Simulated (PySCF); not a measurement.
C₃H₂O, SMILES O=c1cc1. Atoms are numbered in the order given.

```xyz
6

O      0.0000     0.0000     1.5386
C      0.0000     0.0000     0.3380
C      0.0000     0.6738    -0.9322
C      0.0000    -0.6738    -0.9322
H      0.0000     1.5575    -1.5751
H      0.0000    -1.5575    -1.5751
```

Geometry: B3LYP-D3(BJ)/def2-SVP.

These are PySCF with PBE/pcJ-1 values and carry that method's errors.

Isotropic couplings with Fermi-contact, spin-dipole and both spin-orbit terms, one fixed conformer, no vibrational averaging. Isotopes: 13C, 1H.

```
pair   bonds apart  J (Hz)
-----  -----------  ------
C2–C3            1       ?
C2–C4            1       ?
C3–C4            1    16.0
C3–H5            1   196.2
C4–H6            1   196.2
C3–H6            2    -7.2
C4–H5            2    -7.2
H5–H6            3       ?
```

What belongs in the gaps? (Estimate from the structure and the level; the computed values follow.)


- C2–C3, J (Hz): 23.4
- C2–C4, J (Hz): 23.4
- H5–H6, J (Hz): 4.2
